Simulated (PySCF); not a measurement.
# Electron correlation in Hg(2+) (mercury, charge +2)

[Xe] 4f14 5d10, closed-shell 1S. Calculation: PySCF 2.14, in def2-SVP with the def2 core potential (60 electrons) (6s3p2d1f, 32 functions); scalar relativity through the core potential. Frozen: 5s2 5p6; 10 electrons correlated.

Total MP2 correlation energy: -196.54 mhartree.

Same-spin part -71.12 and opposite-spin part -125.42 mhartree; SCS-MP2 scales them by 1/3 and 6/5 to -174.21 mhartree.

```tsv
level	correlation energy (mhartree)
CCSD	-191.25
(T)	-1.61
CCSD(T)	-192.86
```

Diagnostics: T1 = 0.0047, D1 = 0.0066, largest double amplitude 0.024.

Cost of the coupled-cluster step: 0.1 s of wall time on 1 thread of Intel(R) Xeon(R) 6975P-C (shared host), for 10 correlated electrons.

Iterations:

```
CC2 = 0
CCSD nocc = 5, nmo = 28
frozen orbitals [0, 1, 2, 3]
max_cycle = 100
direct = 0
conv_tol = 1e-08
conv_tol_normt = 1e-06
diis_space = 8
diis_start_cycle = 0
Init t2, MP2 energy = -151.803576871307  E_corr(MP2) -0.196541116493013
Init E_corr(CCSD) = -0.19654111649315
cycle = 1  E_corr(CCSD) = -0.189760636957217  dE = 0.00678047954  norm(t1,t2) = 0.0171483
cycle = 2  E_corr(CCSD) = -0.191074038581397  dE = -0.00131340162  norm(t1,t2) = 0.00417969
cycle = 3  E_corr(CCSD) = -0.191224513366196  dE = -0.000150474785  norm(t1,t2) = 0.00151321
cycle = 4  E_corr(CCSD) = -0.191257858800011  dE = -3.33454338e-05  norm(t1,t2) = 0.000302354
cycle = 5  E_corr(CCSD) = -0.191249974542826  dE = 7.88425718e-06  norm(t1,t2) = 6.67397e-05
cycle = 6  E_corr(CCSD) = -0.191249099397095  dE = 8.75145731e-07  norm(t1,t2) = 4.71898e-06
cycle = 7  E_corr(CCSD) = -0.191249274541289  dE = -1.75144193e-07  norm(t1,t2) = 6.68928e-07
cycle = 8  E_corr(CCSD) = -0.191249281482539  dE = -6.94124982e-09  norm(t1,t2) = 6.83249e-08
CCSD converged
E(CCSD) = -151.7982850362963  E_corr = -0.1912492814825385
CCSD(T) correction = -0.00161433443879137
```
